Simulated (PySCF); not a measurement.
Vertical excitations of a molecule GeH6O2Si from TDDFT-CAM-B3LYP/def2-SVPD (PySCF), as energy in eV (oscillator strength): 6.01 (0.014), 6.47 (0.001), 6.87 (0.003), 7.43 (0.238), 7.61 (0.048), 7.72 (0.104), 7.87 (0.011), 8.07 (0.001), 8.08 (0.086), 8.18 (0.128). Lowest triplet (TDA): 5.44 eV. The structure is a stationary point at B3LYP-D3(BJ)/def2-SVP. The values are those of a single conformer.

Task: Identify the compound among the candidates.
(A) O[SiH](O)[GeH3]
(B) O[SiH2][O][GeH3]
(C) [OH][GeH2][O][SiH3]
(D) O[SiH2][GeH2][OH]

Result: D, O[SiH2][GeH2][OH]
